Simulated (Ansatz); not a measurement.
Input and output for C4H14N2Sn (`C[N](C)[SnH2][N](C)C`).

```yaml
crystal:
  periodic: [false, false, false]
  atoms:
    - {symbol: C, position_ang: [-0.953371, -1.990125, 0.871309]}
    - {symbol: N, position_ang: [-0.392521, -1.680856, -0.419014]}
    - {symbol: C, position_ang: [0.808321, -2.421667, -0.704289]}
    - {symbol: Sn, position_ang: [-0.681685, 0.152799, -1.197400]}
    - {symbol: N, position_ang: [-0.102019, 1.490694, 0.212848]}
    - {symbol: C, position_ang: [-0.576058, 2.848367, 0.151380]}
    - {symbol: C, position_ang: [1.239553, 1.385933, 0.726098]}
    - {symbol: H, position_ang: [-1.885770, -1.443477, 1.034329]}
    - {symbol: H, position_ang: [-1.184657, -3.062324, 0.940992]}
    - {symbol: H, position_ang: [-0.278893, -1.747048, 1.708836]}
    - {symbol: H, position_ang: [0.601750, -3.501333, -0.712808]}
    - {symbol: H, position_ang: [1.204102, -2.158945, -1.688518]}
    - {symbol: H, position_ang: [1.610442, -2.254622, 0.034971]}
    - {symbol: H, position_ang: [0.252961, 0.179743, -2.636036]}
    - {symbol: H, position_ang: [-2.346126, 0.457216, -1.415525]}
    - {symbol: H, position_ang: [-0.577985, 3.298165, 1.154408]}
    - {symbol: H, position_ang: [-1.604402, 2.883081, -0.219871]}
    - {symbol: H, position_ang: [0.036069, 3.503449, -0.492360]}
    - {symbol: H, position_ang: [1.989940, 1.920740, 0.118292]}
    - {symbol: H, position_ang: [1.546401, 0.338089, 0.790469]}
    - {symbol: H, position_ang: [1.293959, 1.802102, 1.741881]}
basis:
  gaussian: {orbitals: def2-mTZVPP}
total_charge: 1
magnetization: {spin_polarized: true, initial_magnetization: 1}
hamiltonian: {xc: {name: PBEsol}, dispersion: d4}
scf: {lower_state_search: light}
output: {forces: true}
```

```sh
$ ansatz run in.yaml --threads 4 --pin off --events-out ev --progress --plain --max-ram 63488MiB --backend cpu
```

It prints (some lines left out):

```
Functional definition: PBEsol
2233 factors; their error is unknown
mean field evaluation 1: about -13086.9443 eV, gradient 9.8e1 eV
mean field evaluation 2: about -12693.4797 eV, gradient 2.5e2 eV
mean field evaluation 4: about -13123.2390 eV, gradient 4.6e1 eV
mean field evaluation 8: about -13132.8377 eV, gradient 1.6e1 eV
mean field evaluation 16: about -13134.7609 eV, gradient 3.6e-3 eV
mean field -13134.76093653 eV, -482.6935613569 hartree, gradient 1.6e-5 eV, S^2 0.753870; 1 other end points of the search recorded, 0 dependent functions left out
reference -13134.76099408 eV, -482.6935634716 hartree; 37, 36 occupied and 193, 194 virtual orbitals, 2233 factors
Total energy: -13134.93413844 eV, -482.6999264097 hartree
Atom 0 at    -0.953371    -1.990125     0.871309 Å, force    -0.528652     0.027992    -0.308820 eV/Å
Atom 1 at    -0.392521    -1.680856    -0.419014 Å, force     0.791127    -0.535367     1.092150 eV/Å
Atom 2 at     0.808321    -2.421667    -0.704289 Å, force    -0.105527    -0.057203    -0.506911 eV/Å
Atom 3 at    -0.681685     0.152799    -1.197400 Å, force    -0.926498    -0.002546    -1.745234 eV/Å
Atom 4 at    -0.102019     1.490694     0.212848 Å, force     0.689850     1.011513     1.007093 eV/Å
Atom 5 at    -0.576058     2.848367     0.151380 Å, force    -0.339248    -0.175045    -0.300006 eV/Å
Atom 6 at     1.239553     1.385933     0.726098 Å, force    -0.051614    -0.308015     0.086359 eV/Å
Atom 7 at    -1.885770    -1.443477     1.034329 Å, force    -0.288971     0.155089     0.040946 eV/Å
Atom 8 at    -1.184657    -3.062324     0.940992 Å, force     0.016910    -0.296906     0.039532 eV/Å
Atom 9 at    -0.278893    -1.747048     1.708836 Å, force     0.343230     0.070136     0.108280 eV/Å
Atom 10 at     0.601750    -3.501333    -0.712808 Å, force    -0.079417    -0.276430     0.061654 eV/Å
Atom 11 at     1.204102    -2.158945    -1.688518 Å, force     0.112519     0.079651    -0.292447 eV/Å
Atom 12 at     1.610442    -2.254622     0.034971 Å, force     0.054052     0.084759     0.298458 eV/Å
Atom 13 at     0.252961     0.179743    -2.636036 Å, force     0.073313     0.040770     0.145296 eV/Å
Atom 14 at    -2.346126     0.457216    -1.415525 Å, force     0.030662    -0.012608     0.129216 eV/Å
Atom 15 at    -0.577985     3.298165     1.154408 Å, force     0.127689     0.037412     0.316971 eV/Å
Atom 16 at    -1.604402     2.883081    -0.219871 Å, force    -0.304839    -0.011419    -0.110999 eV/Å
Atom 17 at     0.036069     3.503449    -0.492360 Å, force     0.251036     0.084703    -0.104549 eV/Å
Atom 18 at     1.989940     1.920740     0.118292 Å, force     0.077561     0.189549    -0.180810 eV/Å
Atom 19 at     1.546401     0.338089     0.790469 Å, force     0.101746    -0.328984    -0.006067 eV/Å
Atom 20 at     1.293959     1.802102     1.741881 Å, force    -0.044928     0.222950     0.229888 eV/Å
Dipole moment:     0.319065     0.054335     0.413271 e Å
```

It took 9.6 s on 4 threads of an AMD EPYC 7R13 on a shared host, with 1.1 GiB of host memory at the peak.
